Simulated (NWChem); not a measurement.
C$_{4}$H$_{3}$NOS; SMILES O=Cc1cscn1

```xyz
10

O      0.5736     2.8126     0.0000
C     -0.3678     2.0604     0.0000
C     -0.2478     0.5883     0.0000
C      0.9504    -0.0892     0.0000
S      0.6580    -1.7681     0.0000
C     -1.0502    -1.4486     0.0000
N     -1.3686    -0.1956     0.0000
H     -1.4254     2.4212     0.0000
H      1.9496     0.3438     0.0000
H     -1.7683    -2.2721     0.0000
```
Atoms are numbered in this order, from 1.

Results from NWChem. Geometry: optimised at PBE0/def2-SVP.

**Question.** Taking PBE/def2-TZVPP as the yardstick, which of these has the fewest basis functions while keeping “dipole (D)” within 0.2 D of it: PBE/aug-pcseg-1; PBE/3-21G; PBE/pcseg-1; PBE/pcseg-2?

**Answer.** PBE/pcseg-1.
```csv
level,basis functions,dipole (D),relative time (rough)
PBE/3-21G,73,2.76,1
PBE/pcseg-1,117,3.25,4
PBE/aug-pcseg-1,192,3.26,20
PBE/pcseg-2,256,3.31,20
PBE/def2-TZVPP,270,3.23,30
```

The yardstick is one finite set, not the basis-set limit.
